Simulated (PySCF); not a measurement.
These 2 structures share the formula C5H14OSi. Theory: PBE0-D3(BJ)/def2-SVP geometry optimisation, gas phase (PySCF). Energies are electronic, without zero-point or thermal terms, for one conformer each. No frequencies were run at this level. Point groups hold within 0.08 Å.

Question: Rank from lowest to highest electronic energy at this level (kcal/mol).
A. `[CH3:1][CH2:2][O:3][Si:4]([CH3:5])([CH3:6])[CH3:7]` with C1–C2–O3–Si4 -177°
B. SiHMe2(OiPr) (`[H][Si](C)(C)OC(C)C`)

Answer: A (0.0), B (6.7).

| SMILES | E (Eh) | E rel (kcal/mol) | dipole (D) | point group | A, B, C (MHz) |
| --- | --- | --- | --- | --- | --- |
| CCO[Si](C)(C)C | -563.02382 | 0.0 | 1.02 | near Cs | 2912, 1209, 1191 |
| [H][Si](C)(C)OC(C)C | -563.01317 | 6.7 | 0.78 | C1 | 3313, 1252, 1028 |

Question: How do the relative energies change in single points at B3LYP/pcSseg-1 (no added dispersion term) on the same geometries?

Answer: 
```tsv
SMILES	PBE0-D3(BJ)/def2-SVP (kcal/mol)	B3LYP/pcSseg-1 (kcal/mol)	shift
CCO[Si](C)(C)C	0.0	0.0	0.0
[H][Si](C)(C)OC(C)C	6.7	6.9	+0.2
```

Each column counts from its own lowest isomer. The order is unchanged; the largest shift is 0.2 kcal/mol.

Question: As an exercise, what shares would exp(−E/RT) give at 1000 K from these electronic energies alone (no entropy, no degeneracies)?

Answer: RT = 1.987 kcal/mol: CCO[Si](C)(C)C 96.7 %, [H][Si](C)(C)OC(C)C 3.3 %.
